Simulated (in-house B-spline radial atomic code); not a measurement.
Mn²⁺. Computed with a B-spline radial atomic code. Model: non-relativistic spherical atom: semilocal Troullier-Martins pseudo-atom, one channel per l, against all electrons, high spin, G0W0 and RPA with empty states to l = 8, local potential for every l without a channel, a model core (radius 0 = none) keeps its share of the functional.

What the tables leave out is listed at the end.

The pseudopotential gives back the lowest level of each angular momentum of its own functional in the configuration it was made in; a second state of the same l is only approximately right. Exact exchange, RPA and GW see the smooth pseudo-orbitals and miss the exchange with the core, for which the functional's share stands in. The column with an uncorrelated core keeps all orbitals and exact exchange, and so separates missing core correlation from pseudisation. Only the three outermost levels and the lowest empty one were computed. RPA here is direct RPA, with no exchange kernel, and its energies carry an (l + 1/2)⁻⁴ tail. A hybrid on a potential with a model core restores only its own semilocal share of the core's exchange.

Command:
```bash
python run_psgw.py task.json out
```
Settings (lengths in bohr, energies in hartree):
```
Z                      25
electrons              23
configuration          [Ar] 3d5
generated_in           [Ar] 3d5
functional             pbe,pbe
core_shells            4
radius_factor          1.3
core_correction        False
```

Cost of the run: 31 s on 1 thread of Arm Neoverse N1, on a shared host.

Given: made with PBE; model core radius 0 bohr; local radius 1.28 bohr; mean-field start PBE.

Valence shells of the generating configuration: 3p, 3d.

Channel: s 2.955, p 0.983, d 2.96 (radii in bohr).

Computed: largest level miss in the spin-unpolarised generating configuration 0 eV; valence RPA correlation energy all-electron orbitals -0.65006 hartree; all-electron RPA polarisability, core included 3.6265 bohr³; pseudo-atom RPA polarisability 4.0375 bohr³.

```tsv
level	occupied	mean-field all-electron (eV)	mean-field pseudo minus all (eV)	G0W0 all-electron (eV)	G0W0 uncorrelated core minus all (eV)	G0W0 pseudo minus all (eV)	exchange self-energy all-electron (eV)	exchange self-energy pseudo (eV)
3d up	1	-26.038	-0.49	-33.663	0.107	1.474	-40.34	-29.524
```

(1) What is the valence RPA correlation energy pseudo?

Given: mean-field start PBE0.

Computed: valence RPA correlation energy all-electron orbitals -0.61693 hartree; valence RPA correlation energy pseudo -0.70386 hartree; all-electron RPA polarisability, core included 3.0174 bohr³.

```json
{"level": "3d up", "occupied": "1", "mean-field all-electron (eV)": "-28.448", "mean-field pseudo minus all (eV)": "0.04", "G0W0 all-electron (eV)": "-33.995", "G0W0 uncorrelated core minus all (eV)": "0.105", "G0W0 pseudo minus all (eV)": "1.105", "exchange self-energy all-electron (eV)": "-40.615", "exchange self-energy pseudo (eV)": "-29.608"}
{"level": "3p down", "occupied": "1", "mean-field all-electron (eV)": "-71.233", "mean-field pseudo minus all (eV)": "-0.094", "G0W0 all-electron (eV)": "-76.86", "G0W0 uncorrelated core minus all (eV)": "-0.561", "G0W0 pseudo minus all (eV)": "0.361", "exchange self-energy all-electron (eV)": "-43.863", "exchange self-energy pseudo (eV)": "-32.869"}
{"level": "4s up (empty)", "occupied": "0", "mean-field all-electron (eV)": "-18.474", "mean-field pseudo minus all (eV)": "-0.784", "G0W0 all-electron (eV)": "-15.632", "G0W0 uncorrelated core minus all (eV)": "-0.033", "G0W0 pseudo minus all (eV)": "-1.682", "exchange self-energy all-electron (eV)": "-3.4374", "exchange self-energy pseudo (eV)": "-5.6247"}
```

(2) What is the pseudo-atom RPA polarisability?

Given: mean-field start Hartree-Fock.

Computed: valence RPA correlation energy all-electron orbitals -0.5405 hartree; valence RPA correlation energy pseudo -0.63391 hartree; pseudo-atom RPA polarisability 2.8532 bohr³.

| level | occupied | mean-field all-electron (eV) | mean-field pseudo minus all (eV) | G0W0 all-electron (eV) | G0W0 uncorrelated core minus all (eV) | G0W0 pseudo minus all (eV) | exchange self-energy all-electron (eV) | exchange self-energy pseudo (eV) |
| --- | --- | --- | --- | --- | --- | --- | --- | --- |
| 3d up | 1 | -35.059 | 1.868 | -34.462 | 0.104 | 0.914 | -41.093 | -29.675 |
| 3p down | 1 | -78.162 | 1.444 | -77.373 | -0.475 | -0.199 | -43.492 | -32.788 |
| 4s up (empty) | 0 | -14.582 | -2.32 | -15.315 | -0.019 | -2.004 | -2.4914 | -6.2462 |

(3) What is the all-electron RPA polarisability, core included?

Results:

(1) -0.73149 hartree.

(2) 3.582 bohr³.

(3) 2.103 bohr³.

Among the listed levels the largest G0W0 shift of the pseudo-atom is -2.00 eV, for 4s up (empty) on the Hartree-Fock start, while leaving the core uncorrelated moves that level by -0.02 eV. So pseudisation and the lost core exchange, not the missing core correlation, make the error. Not in the tables (levels of low weight, unsolved or above zero; the highest and the empty levels are kept at any weight): on PBE the G0W0 levels 3p down (pseudo minus all +1.13 eV, weights 0.41 and 0.82), 3p up (pseudo minus all -2.48 eV, weights 0.05 and 0.13), 3d down (pseudo minus all +0.59 eV, weights 0.53 and 0.56); on PBE0 the G0W0 levels 3p up (pseudo minus all +0.45 eV, weights 0.32 and 0.40); on Hartree-Fock the G0W0 levels 3p up (pseudo minus all +1.57 eV, weights 0.62 and 0.37).
